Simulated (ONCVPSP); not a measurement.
**Ranking ONCV potentials for oxygen**

All share these settings but for the change named:

ONCVPSP 4.0.1 input, shortened (lines: element, Z, core and valence counts, functional; n l f; lmax; l rc ep ncon nbas qcut; lloc lpopt rc5 dvloc0; l nproj debl; icmod fcfact rcfact), PBE, scalar-relativistic:

```
  O 8.00    1    2        4      upf
    1    0    2.00
    2    0    1.75
    2    1    4.25
    2
    0    0.80    0.00    4    8    9.00
    1    1.05    0.00    4    8    8.50
    2    0.80    0.04    3    6   13.60
    0    5    0.80    0.00
    0    0    3.90
    1    2    0.50
    2    2    3.80
    3    2.75    1.50
```

Test errors are all-electron minus pseudo excitation energies from the reference, over 2s2 2p4; 2s2 2p3; 2s2 2p2; 2s2 2p3.5. None of these files shows a bound ghost.

The base gives 95.8 meV.

Of 4 variants that were run, those that failed, showed a ghost or another fault, or gave nearly equal values are left out.

A variant can come out equal or close to the base, since the largest error may sit in a test that the change hardly touches while other tests move.

Task: Rank these variants by their largest absolute test error, smallest first.
A. p: debl 1
B. p: qcut 9.3
C. s: qcut 6.9; p: qcut 6.5; d: qcut 10.4

Result: B (80.0 meV), A (95.5 meV), C (158.4 meV).
